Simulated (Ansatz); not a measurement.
Born–Oppenheimer molecular dynamics of F$_{3}$H$_{2}$NTi (7 atoms, charge 0, multiplicity 1). It starts from a relaxed structure.

Level of theory: RKS r2SCAN/def2-SVP (Ansatz 0.2.0).

```json
{
 "ensemble": "NVT, Nosé–Hoover chain",
 "time step": "0.5 fs",
 "steps asked": "100",
 "set temperature": "300 K",
 "thermostat": "time constant 100 fs, chain length 1",
 "seed": "55056"
}
```

First frame:

```xyz
7
Properties=species:S:1:pos:R:3
Ti 0.012 -0.012 0.052
N 0.014 -0.019 1.905
H -0.792 -0.249 2.486
H 0.807 0.252 2.486
F 1.675 0.032 -0.470
F -0.836 1.405 -0.540
F -0.879 -1.408 -0.507
```

Question: What does the run give?

Answer: All steps were run.

* steps done: 100
* time covered: 50 fs
* mean temperature over the second half: 68 K
* spread of the potential energy over the second half: 1.7 meV per atom
* mean potential energy of the second half above the start: 21.9 meV per atom

The conserved energy stayed within 0.095 meV per atom of its start (net change 0.012 meV per atom), so the integration is sound. The mean temperature of the second half is 77 % below the set value. A run of 0.05 ps of so small a system gives no equilibrium averages.

Question: What happens to the structure?

Answer: The same pairs are bonded in the first frame and the last. Pairs count as bonded within 1.25 times the sum of covalent radii (0.12 Å more for H–H). The details hang on the random start.

Question: How do temperature and energy run in time?

Answer: 
```tsv
time (fs)	T (K)	potential energy less start (eV)	conserved less start (meV/atom)
0	300	0.000	0.00
4	273	0.018	0.02
8	221	0.051	0.05
12	185	0.075	0.08
16	164	0.089	0.09
20	153	0.096	0.08
24	125	0.115	0.05
28	84	0.142	0.02
32	64	0.155	0.01
36	62	0.156	0.02
40	65	0.155	0.05
44	67	0.155	0.08
48	63	0.159	0.09
```

The run took 7 min on 2 threads of Arm Neoverse V2, with other jobs on the host, peak memory 0.17 GiB.
